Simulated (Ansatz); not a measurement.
Ideal-gas functions of `FB1OC[SiH2]1` at 800 K and 1 bar, from an Ansatz frequency run at PBE0-D4/def2-TZVP.

Molar mass 89.94 g/mol, point group Cs (symmetry number 1), electronic degeneracy 1, moments of inertia 73.486, 152.361, 216.727 u Å². Harmonic wavenumbers (cm⁻¹, unscaled): 162, 315, 317, 497, 501, 570, 643, 682, 744, 830, 935, 972, 1148, 1198, 1291, 1438, 1492, 2222, 2232, 3084, 3144.

Use S(trans) = R[1.5 ln M + 2.5 ln T − 1.1517]; rotational temperatures θ = 24.2544 K / I; S(rot) = R[ln(√π/σ · √(T³/θAθBθC)) + 1.5]; for each mode x = 1.438777 ν̃/T, S = R[x/(eˣ − 1) − ln(1 − e⁻ˣ)] and H = RT x/(eˣ − 1); 1 cm⁻¹ = 0.0119627 kJ/mol; R = 8.31446 J/(mol·K).

Task: By hand: the entropy, in J/(mol·K).

Result: Translation 185.5. Rotation: θ = 0.3301, 0.1592, 0.1119 K, giving 122.0. Vibration, mode by mode: 18.60, 13.15, 13.10, 9.52, 9.46, 8.46, 7.55, 7.12, 6.49, 5.71, 4.91, 4.65, 3.62, 3.37, 2.96, 2.40, 2.22, 0.78, 0.77, 0.21, 0.19, in all 125.3. Electronic 0.0. Sum 432.8 J/(mol·K).

Task: By hand: H − E and G − E in kJ/mol, counted from the electronic energy.

Result: Zero-point energy ½ × 24417 × 0.0119627 = 146.0; thermal vibration 55.1; translation, rotation and pV give 4 RT = 26.6. H − E = 227.7 kJ/mol, and G − E = 227.7 − 800 × 432.8/1000 = -118.5 kJ/mol.

Vibration gives 29 % of the entropy.
